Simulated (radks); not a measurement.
Mn III, configuration [Ar] 3d5.

Calculated with a radial shooting solver on a logarithmic mesh with Libxc functionals: scalar-relativistic Kohn-Sham, PBEsol, spin-polarised, spherical densities, finite nucleus; open shells are filled with parallel spins first; Fermi nuclear charge, rms radius 3.7057 fm.

Energy parts (hartree):
| part | energy |
|---|---|
| total | -1156.50365 |
| kinetic | 1169.17204 |
| electron-nucleus | -2747.55349 |
| Hartree | 472.54775 |
| exchange-correlation | -50.66995 |

Orbitals (lengths in bohr, moments of r in powers of bohr; <r^-3> diverges for s and p1/2):
orbital,occ.,eigenvalue (hartree),<1/r>,<r^-3>
1s down,1,-236.6506,24.91,-
1s up,1,-236.6500,24.91,-
2s up,1,-27.95310,5.295,-
2s down,1,-27.87196,5.306,-
2p up,3,-23.77994,5.195,417.2
2p down,3,-23.71821,5.206,418.9
3s up,1,-3.86125,1.660,-
3s down,1,-3.66730,1.652,-
3p up,3,-2.71628,1.522,51.46
3p down,3,-2.52493,1.513,50.64
3d up,5,-0.95021,1.173,4.282
3d down,0,-0.77062,1.135,4.046
4s up,0,-0.73144,0.5167,-
4p up,0,-0.52044,0.4295,4.650

The highest occupied level is 3d up at -25.856 eV. Summed over all electrons, <r^2> = 16.33 bohr^2, which gives a Langevin (diamagnetic) susceptibility term of -12.9 x 10^-6 cm^3/mol. The density falls to 0.001 e/bohr^3 at r = 3.04 bohr. For comparison, the ionisation energy in NIST's Atomic Spectra Database is 33.67 eV (measured). In exact Kohn-Sham theory the highest level is minus the ionisation energy, but local and semilocal functionals leave it too shallow, through self-interaction and a potential that decays too fast; potentials with the right tail come closer.
